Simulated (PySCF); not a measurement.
Compound: C6H10FO (doublet state).
Z-matrix (Å and degrees, GFN2-xTB geometry), rows numbered from 1:
```
F 
C   1  1.3647
C   2  1.4759  1  115.43
C   3  1.5475  2  112.29  1    76.30
C   4  1.5246  3  112.07  2    70.53
C   5  1.5337  4  113.80  3   -58.52
O   6  1.4139  5  113.16  4    74.50
C   7  1.4134  6  115.35  5   -93.36
H   3  1.0926  2  108.89  1   -43.85
H   3  1.0910  2  108.74  1  -162.92
H   4  1.0914  3  108.57  2  -168.86
H   4  1.0922  3  108.86  2   -51.40
H   5  1.0919  4  109.13  3  -179.38
H   5  1.0919  4  109.54  3    62.31
H   6  1.0978  5  110.28  4   -49.88
H   6  1.0948  5  108.92  4  -168.89
H   8  1.1025  2  108.54  1    -5.42
H   8  1.0988  2  111.68  1   113.50
```

The hyperfine couplings belong to this conformer and change with its torsions.

As a line formula: `C1CC[C](COC1)F` [radical].

Computed, not measured: UKS B3LYP, pcH-1 on C F H O, non-relativistic, mean-field spin-orbit, GIAO in PySCF 2.14.0. One conformer (not necessarily the lowest) at the GFN2-xTB geometry, without solvent, vibrations or thermal averaging. The geometry wasn't refined by DFT: couplings that depend on bond lengths, twists or pyramidal angles can differ widely from those at the functional's own minimum. Stability of the SCF solution: not tested.

The isotropic 13C couplings are +158.7, +65.6, -24.3, -11.6, -3.3, -1.1 MHz. Assign them to C2; C3; C4; C5; C6; C8.

| site | a_iso (MHz) | ρ(0) (bohr⁻³) | position | distance from C2 (Å) | spin population | largest \|T\| (MHz) |
| --- | --- | --- | --- | --- | --- | --- |
| C2 | +158.7 | +0.1411 | largest spin population | 0.00 | +0.90 | 165.4 |
| C3 | -24.3 | -0.0216 | 1 bond from C2 | 1.48 | -0.06 | 2.9 |
| C4 | +65.6 | +0.0583 | 2 bonds from C2 | 2.51 | +0.05 | 11.9 |
| C5 | -3.3 | -0.0030 | 3 bonds from C2 | 3.12 | 0.00 | 1.1 |
| C6 | -1.1 | -0.0010 | 3 bonds from C2 | 2.87 | +0.01 | 1.3 |
| C8 | -11.6 | -0.0104 | 1 bond from C2 | 1.49 | -0.06 | 2.3 |

ρ(0) is the spin density at the nucleus and T the dipolar tensor; entries for several nuclei are means. The largest Mulliken spin populations are on C2 (+0.90), C3 (-0.06) and F1 (+0.06). No atom but C2 exceeds +0.15. The angles at C2 add up to 354.9°, so it is nearly planar.

Means are taken over nuclei equivalent by connectivity, which assumes that they swap fast. The 1H value of +58.4 MHz is a mean of couplings from 25.8 to 90.9 MHz in this one geometry, not an average over conformers. The 1H value of +29.4 MHz is a mean of couplings from 17.7 to 41.2 MHz in this one geometry, not an average over conformers.

On one thread, Arm Neoverse V2 (aarch64), on a shared host, this took 82 s of wall time (with the writing of density and orbital grids) and 0.93 GiB of memory at its peak.
